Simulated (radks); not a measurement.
Task: These are the eigenvalues of the occupied orbitals of an atom or ion with whole-number occupations (eV). Method: Dirac Kohn-Sham, relativistic LDA (MacDonald-Vosko exchange, VWN5 correlation), spin-unpolarised, spherical densities, finite nucleus; Fermi nuclear charge, rms radius of each element as measured or else 0.836 A^(1/3) + 0.57 fm; computed with a radial shooting solver on a logarithmic mesh with Libxc functionals.

| orbital | eigenvalue |
|---|---|
| 1s1/2 | -37219.09 |
| 2s1/2 | -6070.743 |
| 2p1/2 | -5738.956 |
| 2p3/2 | -5360.919 |
| 3s1/2 | -1447.536 |
| 3p1/2 | -1306.999 |
| 3p3/2 | -1233.630 |
| 3d3/2 | -985.1491 |
| 3d5/2 | -969.3941 |
| 4s1/2 | -442.4914 |
| 4p1/2 | -390.2966 |
| 4p3/2 | -373.9100 |
| 4d3/2 | -287.0596 |
| 4d5/2 | -284.0649 |

Which element is it, and in what charge state? The configuration may be excited. Open shells, if any, fill j = l - 1/2 first.

Result: Z = 56, barium, charge +12: Ba12+ in [Kr] 4d8. The list shows which subshells hold electrons but not how many an open one holds; the 1s level, -1367.8 hartree, gives Z - s = 52.3 by -(Z - s)^2/2, which with screening and relativity narrows Z to a few neighbours, and the depths of the outer levels then fix element, charge and occupations together.
